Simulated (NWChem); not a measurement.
All runs are NWChem calculations. System: HFOSn, charge 0, spin multiplicity 1, at a geometry optimised with PBE/def2-SVP with def2 effective core potentials on Sn. The structure started from a generated list of species. Level: G0W0@PBE0/def2-TZVPD with def2 effective core potentials on Sn, RI basis def2-tzvpd-rifit, no spin-orbit coupling.

Input file:

```
start mol
memory heap 200 mb stack 700 mb global 1700 mb
geometry units angstroms nocenter noautoz
  Sn    -0.038316    -0.372632     0.000000
  F     -1.334653     1.133075     0.000000
  O      1.580031     0.833142     0.000000
  H      1.287449     1.768790     0.000000
  symmetry group Cs
end
basis spherical
  * library def2-tzvpd
end
ecp
  Sn library def2-ecp
end
basis "ri basis" bse spherical
  * library def2-tzvpd-rifit
end
dft
  xc pbe0
  iterations 100
  direct
  tolerances tight
end
task dft energy
gw
  states alpha occ 4 vir 2
end
task dft gw
```

NWChem printed:

```
             Northwest Computational Chemistry Package (NWChem) 7.3.0
             --------------------------------------------------------

                                NWChem Input Module
                                -------------------

 Scaling coordinates for geometry "geometry" by  1.889725989
 (inverse scale =  0.529177249)

 Turning off AUTOSYM since
 SYMMETRY directive was detected!

                             Geometry "geometry" -> ""
                             -------------------------

 Output coordinates in angstroms (scale by  1.889725989 to convert to a.u.)

  No.       Tag          Charge          X              Y              Z
 ---- ---------------- ---------- -------------- -------------- --------------
    1 Sn                  50.0000    -0.03831600    -0.37263200     0.00000000
    2 F                    9.0000    -1.33465300     1.13307500     0.00000000
    3 O                    8.0000     1.58003100     0.83314200     0.00000000
    4 H                    1.0000     1.28744900     1.76879000     0.00000000

 Effective nuclear repulsion energy (a.u.)     254.3276571201

            Nuclear Dipole moment (a.u.)
            ----------------------------
        X                 Y               Z
 ---------------- ---------------- ----------------
     0.0000377945     0.0000018897     0.0000000000

      Symmetry information
      --------------------

 Group name             Cs
 Group number              2
 Group order               2
 No. of unique centers     4

      Symmetry unique atoms

     1    2    3    4


 Summary of "ao basis" -> "" (spherical)
 ------------------------------------------------------------------------------
       Tag                 Description            Shells   Functions and Types
 ---------------- ------------------------------  ------  ---------------------
 *                         def2-tzvpd                 on all atoms

 Summary of "ri basis" -> "" (spherical)
 ------------------------------------------------------------------------------
       Tag                 Description            Shells   Functions and Types
 ---------------- ------------------------------  ------  ---------------------
 *                      def2-tzvpd-rifit              on all atoms

                                 NWChem DFT Module
                                 -----------------

 Summary of "ao basis" -> "ao basis" (spherical)
 ------------------------------------------------------------------------------
       Tag                 Description            Shells   Functions and Types
 ---------------- ------------------------------  ------  ---------------------
 Sn                        def2-tzvpd               18       56   7s5p4d2f
 F                         def2-tzvpd               14       40   6s4p3d1f
 O                         def2-tzvpd               14       40   6s4p3d1f
 H                         def2-tzvpd                5        9   3s2p

 Summary of "ao basis" -> "ao basis" (spherical)
 ------------------------------------------------------------------------------
       Tag                 Description            Shells   Functions and Types
 ---------------- ------------------------------  ------  ---------------------
 Sn                        def2-tzvpd               18       56   7s5p4d2f
 F                         def2-tzvpd               14       40   6s4p3d1f
 O                         def2-tzvpd               14       40   6s4p3d1f
 H                         def2-tzvpd                5        9   3s2p
[...]
     2      0.318437  1 Sn s                103      0.268140  3 O  px
     3     -0.263712  1 Sn s                106      0.234842  3 O  px
    12      0.207895  1 Sn py                18     -0.204751  1 Sn py
     1     -0.201046  1 Sn s                 15     -0.195294  1 Sn py

 Vector   21  Occ=0.000000D+00  E=-9.424909D-02  Symmetry=a"
              MO Center= -2.5D-02, -4.9D-01,  2.4D-14, r^2= 3.6D+00
   Bfn.  Coefficient  Atom+Function         Bfn.  Coefficient  Atom+Function
  ----- ------------  ---------------      ----- ------------  ---------------
    19      0.508190  1 Sn pz                22      0.430915  1 Sn pz
    13     -0.341959  1 Sn pz                16      0.320615  1 Sn pz
   105     -0.140488  3 O  pz               111     -0.121151  3 O  pz
   108     -0.119569  3 O  pz                65     -0.108881  2 F  pz
    68     -0.087946  2 F  pz                71     -0.086599  2 F  pz

 Vector   22  Occ=0.000000D+00  E=-2.928648D-02  Symmetry=a'
              MO Center=  5.8D-03, -7.7D-01,  1.4D-15, r^2= 5.4D+00
   Bfn.  Coefficient  Atom+Function         Bfn.  Coefficient  Atom+Function
  ----- ------------  ---------------      ----- ------------  ---------------
    20      0.789186  1 Sn px               102     -0.616474  3 O  s
    17      0.550609  1 Sn px                62      0.313737  2 F  s
    11     -0.252092  1 Sn px               139      0.237357  4 H  s
    14      0.229174  1 Sn px               101     -0.180889  3 O  s
    73     -0.173522  2 F  py                 7      0.167942  1 Sn s

 Vector   23  Occ=0.000000D+00  E=-9.136007D-03  Symmetry=a'
              MO Center=  2.3D-01,  6.6D-02,  1.0D-13, r^2= 7.8D+00
   Bfn.  Coefficient  Atom+Function         Bfn.  Coefficient  Atom+Function
  ----- ------------  ---------------      ----- ------------  ---------------
     6      1.040299  1 Sn s                 21      0.786039  1 Sn py
    18      0.488445  1 Sn py               102     -0.477478  3 O  s
     7      0.413144  1 Sn s                 62     -0.393994  2 F  s
   113      0.364853  3 O  py                20      0.315949  1 Sn px
   112      0.223245  3 O  px               109      0.212691  3 O  px

 center of mass
 --------------
 x =  -0.04056657 y =  -0.08961857 z =   0.00000000

 moments of inertia (a.u.)
 ------------------
         195.236925351123          13.760292139205           0.000000000000
          13.760292139205         269.778731264555           0.000000000000
           0.000000000000           0.000000000000         465.015656615678

     Multipole analysis of the density
     ---------------------------------

     L   x y z        total         alpha         beta         nuclear
     -   - - -        -----         -----         ----         -------
     0   0 0 0     -0.000000    -20.000000    -20.000000     40.000000

     1   1 0 0     -0.007319     -1.017373     -1.017373      2.027427
     1   0 1 0     -0.913649    -10.315239    -10.315239     19.716828
     1   0 0 1     -0.000000     -0.000000     -0.000000      0.000000

     2   2 0 0    -31.373399    -82.989647    -82.989647    134.605894
     2   1 1 0      1.723708      1.733012      1.733012     -1.742316
     2   1 0 1      0.000000      0.000000      0.000000      0.000000
     2   0 2 0    -25.185511    -54.179861    -54.179861     83.174212
     2   0 1 1     -0.000000     -0.000000     -0.000000      0.000000
     2   0 0 2    -23.679355    -11.839678    -11.839678      0.000000

 Task  times  cpu:       20.0s     wall:       20.0s

                                NWChem Input Module
                                -------------------

                                 NWChem GW Module
                                 ----------------

                             ***********************
                             ***        GW       ***
                             ***********************

 Summary of "ri basis" -> "ri basis" (spherical)
 ------------------------------------------------------------------------------
       Tag                 Description            Shells   Functions and Types
 ---------------- ------------------------------  ------  ---------------------
 Sn                     def2-tzvpd-rifit            42      200   10s9p9d7f4g3h
 F                      def2-tzvpd-rifit            26       92   9s7p5d4f1g
 O                      def2-tzvpd-rifit            26       92   9s7p5d4f1g
 H                      def2-tzvpd-rifit            10       24   5s3p2d

                 Memory Information
                 ------------------
          Available GA per process is          1699.8 MBs
          Available stack per process is        700.0 MBs
          Available heap per process is           0.1 MBs

          Peak memory in Initialization
              Peak GA per process is                 11.4 MBs
              Peak stack per process is               0.2 MBs
              Peak heap per process is               11.9 MBs
              Memory not in MA per process            0.0 MBs

          Peak memory in AFF Calculation
              Peak GA per process is                 65.3 MBs
              Peak stack per process is              47.7 MBs
              Peak heap per process is                0.0 MBs
              Memory not in MA per process           47.7 MBs

          Computing 2-center integrals
          Computing Inverse Cholesky factor
          Computing 3-center integrals
          Computing V_xc ...

          Computing Sigma_x
          Computing RPA polarizability
          Solving quasiparticle equations

                  Alpha Orbitals
          State     Energy (eV)     Error (eV)
          -----------------------------------
@GW        17        -12.666           0.005
@GW        18        -11.779           0.004
@GW        19        -10.698           0.004
@GW        20        -10.324           0.004
@GW        21         -0.559           0.004
@GW        22          0.975           0.004

   Applying  -2.0535 eV scissor-shift to rest of particle states

   Applying   2.0054 eV scissor-shift to rest of hole states

     GW Timing Statistics
   ------------------------
   Init.   :          0.1s
     ERIs  :          1.3s
     Distr.:          0.0s
     Vxc   :          2.2s
   Sigma_x :          0.0s
   RPA     :          2.5s
   Wmn     :          0.1s
   Sigma_c :          0.0s
   GW total:          6.2s

 Task  times  cpu:        6.2s     wall:        6.2s

 Total times  cpu:       26.2s     wall:       26.2s
```
